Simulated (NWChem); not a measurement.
InF2 cation; SMILES [F][In+][F]

Results from NWChem. Structure relaxed at the PBE0/def2-SVP level. def2 effective core potentials on In; no spin-orbit coupling. B3LYP is NWChem's, with the RPA form of VWN correlation. Static field.

```json
[
 {"level": "PBE/def2-SVPD", "isotropic polarisability (bohr³)": "24.4", "anisotropy (bohr³)": "18.9"},
 {"level": "B3LYP/def2-SVPD", "isotropic polarisability (bohr³)": "23.1", "anisotropy (bohr³)": "18.0"},
 {"level": "LDA (Slater exchange, VWN5)/def2-SVPD", "isotropic polarisability (bohr³)": "24.3", "anisotropy (bohr³)": "19.1"},
 {"level": "LC-BLYP (range parameter 0.33 per bohr)/def2-SVPD", "isotropic polarisability (bohr³)": "22.7", "anisotropy (bohr³)": "16.7"}
]
```
